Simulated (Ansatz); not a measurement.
`C[O][Al]([CH3])[OH]` + `[SiH3]S[SiH2]Cl` → `C[SiH2]S[SiH2]Cl` + `[CH3][Al]([OH])[OH]`  (formal exchange of groups at a C–O bond)

Program: Ansatz. Geometries: PBE0-D4/def2-TZVP. ΔE: electronic, gas phase. CBS: MP2 limit from def2 TZ/QZ plus the TZ coupled-cluster correction, frozen cores. Functionals use def2-TZVPP. B3LYP here is the variant with VWN-RPA as its local correlation; programs differ in this. One conformer a species, not always the lowest.

`C[O][Al]([CH3])[OH]`:

```xyz
12

C    -1.465    1.397   -0.476
O    -0.847    0.239   -0.947
Al    0.377   -0.771   -0.364
C     1.286   -0.464    1.320
O     0.803   -2.103   -1.321
H    -2.542    1.232   -0.358
H    -1.069    1.728    0.493
H    -1.330    2.218   -1.190
H     0.581   -0.449    2.157
H     2.027   -1.242    1.518
H     1.802    0.501    1.324
H     0.378   -2.285   -2.157
```

`[SiH3]S[SiH2]Cl`:

Z-matrix (Å, degrees):
```
Si
S 1 2.147
H 1 1.485 2 109.5
H 1 1.482 2 106.2 3 119.3
H 1 1.482 2 110.9 3 -121.2
Si 2 2.118 1 98.1 3 35.5
Cl 6 2.056 2 112.0 1 59.0
H 6 1.479 2 111.2 1 -59.9
H 6 1.478 2 106.7 1 177.7
```

`C[SiH2]S[SiH2]Cl`:

Z-matrix (Å, degrees):
```
C
Si 1 1.861
H 1 1.092 2 110.6
H 1 1.092 2 110.5 3 -119.9
H 1 1.093 2 110.4 3 120.1
S 2 2.151 1 111.6 3 60.7
H 2 1.484 1 111.5 3 179.5
H 2 1.491 1 110.7 3 -59.0
Si 6 2.121 2 94.3 1 -94.5
Cl 9 2.050 6 108.2 2 165.3
H 9 1.483 6 110.9 2 47.0
H 9 1.480 6 111.7 2 -76.3
```

`[CH3][Al]([OH])[OH]`:

```xyz
9

C    -0.605   -1.313    0.461
Al    0.165    0.363   -0.119
O     0.307    0.659   -1.785
O     0.675    1.485    1.049
H     0.013   -2.157    0.140
H    -0.701   -1.357    1.547
H    -1.595   -1.463    0.022
H     0.673    1.447   -2.180
H     1.069    2.335    0.865
```

Is it downhill or uphill in electronic energy at CCSD(T)/CBS, and by how much? (Estimate.)

Ansatz gave: Downhill: ΔE = -1.11 eV.

What do these levels give: r2SCAN-D4, PBE0, B3LYP, MP2/def2-QZVPP, HF/CBS(def2), CCSD/CBS(def2)? (Estimate.)

The calculation gave: r2SCAN-D4 -1.08, PBE0 -1.06, B3LYP -0.98, MP2/def2-QZVPP -1.17, HF/CBS(def2) -0.88, CCSD/CBS(def2) -1.09 eV.

Largest T1 diagnostic among the species: 0.012.

In def2-TZVPP, CCSD(T) changes the Hartree–Fock value by −0.17 eV (the triples alone add −0.02 eV) and MP2 by −0.26 eV.
